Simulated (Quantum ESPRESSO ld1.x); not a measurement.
Values are calculated unless marked as measured or tabulated.
Input file for ld1.x (Quantum ESPRESSO 7.5):

```
 &input
    zed=26.0,
    iswitch=1,
    rel=0,
    lsd=1,
    dft='PZ',
    config='[Ar] 3d5',
    latt=1,
    verbosity='high',
    prefix='ld1',
    max_out_wfc=37,
    file_charge='ld1.rho',
 /
```

Output (excerpt):

```
     Program LD1 v.7.5 starts

     --------------------------- All-electron run ----------------------------

     atomic number is 26.00
     dft =PZ   lsd =1 sic =0 latt =1  beta=0.20 tr2=1.0E-14
     Exchange-correlation= PZ
                           (   1   1   0   0   0   0   0)
     mesh =1859 r(mesh) = 100.07335 a.u. xmin = -7.00 dx = 0.00800
     1 Ry =  13.60569312 eV

     n l     nl                  e(Ry)          e(Ha)          e(eV)
     1 0     1S 1( 1.00)    -511.332201233    -255.666100616  -6957.0290139
     2 0     2S 1( 1.00)     -62.113827081     -31.056913540   -845.1016700
     2 1     2P 1( 3.00)     -54.064198714     -27.032099357   -735.5808966
     3 0     3S 1( 1.00)      -9.688610480      -4.844305240   -131.8202610
     3 1     3P 1( 3.00)      -7.324687166      -3.662343583    -99.6574458
     3 2     3D 1( 5.00)      -3.463500149      -1.731750075    -47.1233202
     1 0     1S 2( 1.00)    -511.329799130    -255.664899565  -6956.9963316
     2 0     2S 2( 1.00)     -61.906127545     -30.953063773   -842.2757738
     2 1     2P 2( 3.00)     -53.905573651     -26.952786825   -733.4226927
     3 0     3S 2( 1.00)      -9.288090260      -4.644045130   -126.3709058
     3 1     3P 2( 3.00)      -6.937585497      -3.468792748    -94.3906593
     3 2     3D 2( 0.00)      -3.123531501      -1.561765750    -42.4978111

     final scf error:  5.4E-15 reached in  37 iterations

     Etot =   -2518.476054 Ry,   -1259.238027 Ha,  -34265.612322 eV
     Total magnetization:    5.00 Bohr mag.

     Ekin =    2513.887598 Ry,    1256.943799 Ha,   34203.183208 eV
     Encl =   -5930.865886 Ry,   -2965.432943 Ha,  -80693.541198 eV
     Eh   =    1002.540201 Ry,     501.270100 Ha,   13640.254313 eV
     Exc  =    -104.037966 Ry,     -52.018983 Ha,   -1415.508644 eV
```

Run on one thread of a shared host, so times are rough (Intel(R) Xeon(R) Processor @ 2.60GHz): 0.62 s of CPU time, 0.65 s wall, 37 iterations on 1859 mesh points.
